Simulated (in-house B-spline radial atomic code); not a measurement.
Checks on a self-consistent run for K VIII (K7+), [Ne] 3s2. Method: non-relativistic Hartree-Fock, average of configuration, point nucleus. Calculated with a radial B-spline atomic code at the basis-set limit.

| orbital | q | ε (Eh) | <1/r> | <r²> |
| --- | --- | --- | --- | --- |
| 1s | 2 | -138.82816 | 18.5543 | 0.00890158 |
| 2s | 2 | -19.47786 | 3.83049 | 0.172974 |
| 2p | 6 | -16.50970 | 3.71994 | 0.148008 |
| 3s | 2 | -5.59690 | 1.26285 | 1.36484 |

Electron-electron repulsion V_ee = 156.3180 hartree, kinetic energy T = 583.1821 hartree.

Q: What total energy follows from the eigenvalues?

A: The eigenvalues count the repulsion twice, so E = Σqε - V_ee = -426.864 - 156.318 = -583.182 hartree; the run printed -583.182.

Q: What is the virial ratio?

A: -V/T = (T - E)/T = 2.000000; at the Hartree-Fock limit it is 2.

Q: What diamagnetic shielding (Lamb formula) and susceptibility (Langevin formula) do the radii give?

A: σ = (α²/3)Σq<1/r> = 69.6149/(3·137.036²) = 1235.7 ppm, and χ = -0.79199×10⁻⁶·Σq<r²> = -3.153×10⁻⁶ cm³/mol with Σq<r²> = 3.9815 bohr². Both are non-relativistic formulas without the paramagnetism of open shells.
